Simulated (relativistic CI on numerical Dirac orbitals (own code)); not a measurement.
# W⁵⁺: resonant inelastic scattering at the O2,3 edge

Computed with this model: Dirac-Coulomb-Breit CI, orbitals from a KLI potential per configuration, model QED (radiative potential, 1s self-energy scaled to tabulated hydrogen-like ionisation energies), Kramers-Heisenberg scattering through one core-hole configuration in a parametric crystal field, unscaled Slater integrals; configurations [Xe] 4f14 5d → [Kr] 4d10 4f14 5s2 5p5 5d2; 80 K; core-hole width 1 eV; summed over polarisations. Incident energies are the highest absorption maxima for each field (at most a few, so the weaker spin-orbit partner edge can be absent), on the computed scale of the free ion. Intensities are in per cent of the strongest line above 0.02 eV; levels within 1 cm⁻¹ are merged; final levels count from the ground level, the first row holds all elastic scattering, lines under 0.4 are left out and each table stops after 24 rows. The scale of the Slater integrals is a model choice and moves the terms in proportion.

Field parameters in Wybourne normalisation: D4h B²₀ = −7Ds, B⁴₀ = 21(Dq − Dt), B⁴₄ = 21√(5/14) Dq. The field is a parameter set, without covalency.

S is read from ⟨S²⟩ = S(S + 1).

D4h, 10Dq = 39350, Ds = -1500, Dt = -400 cm⁻¹:

| Final level (eV) | Degeneracy | Irrep | S | 55.3 eV | 58.4 eV | 59.7 eV |
| --- | --- | --- | --- | --- | --- | --- |
| 0.000 | 2 | Γ7 | 0.50 | 36.5 | 195.9 | 243.9 |
| 0.240 | 2 | Γ6 | 0.50 | 9.8 | 54.5 | 100.0 |
| 0.803 | 2 | Γ7 | 0.50 | 2.3 | 13.3 | 62.2 |
| 5.097 | 2 | Γ7 | 0.50 | 9.5 | 13.9 | 6.2 |
| 6.082 | 2 | Γ6 | 0.50 | 10.5 | 8.8 | 5.4 |

D4h, 10Dq = 39350, Ds = -860, Dt = -400 cm⁻¹:

```csv
Final level (eV),Degeneracy,Irrep,S,50.4 eV,58.5 eV,59.6 eV
0.000,2,Γ7,0.50,45.2,157.7,208.4
0.055,2,Γ6,0.50,10.4,67.4,100.0
0.672,2,Γ7,0.50,0.5,14.4,67.9
5.149,2,Γ7,0.50,3.5,13.5,5.7
5.819,2,Γ6,0.50,2.8,9.8,4.9
```

For the first field the strongest loss at the lowest incident energy is the level at 6.08 eV (S = 0.50, against 0.50 in the thermal ground state).
